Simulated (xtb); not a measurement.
SnClBr, SMILES [Cl][Sn][Br] (connectivity only; charge and spin as stated), neutral, multiplicity 1. All values are semi-empirical tight-binding results from xtb (GFN2-xTB unless named), good for trends rather than for accurate numbers. Coordinates come from a GFN2-xTB optimisation.

Optimised geometry:

```xyz
3

Sn     0.6856    -0.5669     0.0000
Cl    -1.2712    -1.9208     0.0000
Br    -0.3620     1.7428     0.0000
```

For metal compounds this method's bond lengths and energies can be far off.

Computed properties:
```json
{
  "point_group_as_xtb_finds_it": "Cs",
  "orbital_gap": "3.97 eV",
  "zero_point_energy": "0.9 kcal/mol",
  "G − E(el) at 298.15 K (modified RRHO)": "-18.8 kcal/mol"
}
```

Computed atomic charges and the Wiberg bond orders between heavy atoms:
charges (e) Sn1 0.49, Cl2 -0.28, Br3 -0.22. Bond orders Sn1–Cl2 1.23, Sn1–Br3 1.30.
